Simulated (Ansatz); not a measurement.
`C#[C][Ti]([OH])([F])[F]` + HCl → `C#[C][Ti]([F])([F])[Cl]` + H₂O at 500 K and 1 bar (ligand exchange at a Ti–O bond).

Gas-phase electronic energies from Ansatz, PBE0-D4/def2-TZVP geometries. CBS: MP2 limit from def2 TZ/QZ plus the TZ coupled-cluster correction, frozen cores. This one scheme is used for every species. For Ti outer-core shells are correlated without core-valence functions, which leaves a few kJ/mol of doubt a bond. Scalar relativity is left out up to krypton. Each species was taken in one conformer, which may not be the lowest.

```tsv
species	CCSD(T)/CBS energy (Eh)	H − E (kJ/mol)	S (J/(mol·K))
`C#[C][Ti]([OH])([F])[F]`	-1201.12065	145.6	445.5
HCl	-460.38127	32.5	201.9
`C#[C][Ti]([F])([F])[Cl]`	-1585.12976	112.2	436.6
H₂O	-76.37941	73.2	206.3
```

H − E and S are ideal-gas, rigid-rotor, harmonic terms from PBE0-D4/def2-TZVP, for one conformer and one mirror image of each species. 1 Eh = 2625.50 kJ/mol, R = 8.31446 J/(mol·K).

Question: By hand: ΔE, ΔH, ΔS and ΔG.

Answer: ΔE = (-1585.12976) + (-76.37941) − (-1201.12065) − (-460.38127) = -0.00725 Eh = -19.0 kJ/mol. Δ(H − E) = 112.2 + 73.2 − 145.6 − 32.5 = 7.3, so ΔH = -11.7 kJ/mol. ΔS = 436.6 + 206.3 − 445.5 − 201.9 = -4.5 J/(mol·K). ΔG = -11.7 − 500 × (-4.5)/1000 = -9.4 kJ/mol.

Question: By hand: the equilibrium constant, and the temperature at which ΔG would vanish if ΔH and ΔS stayed fixed.

Answer: log₁₀ K = −ΔG/(RT ln 10) = 1.0. ΔG = 0 at ΔH/ΔS = 2600 K, far beyond where these terms or the molecules hold.

The number of gas molecules stays the same, so ΔS is small and ΔH decides. A doubt of 5 kJ/mol in ΔE shifts log₁₀ K by 0.5 here. Other conformers and mirror images would add mixing entropy, several J/(mol·K) or more a flexible species. These are equilibria of isolated gas molecules and say nothing of rates. Largest T1 diagnostic: 0.023 (customary marks: 0.02 for closed shells, 0.045 for open ones).
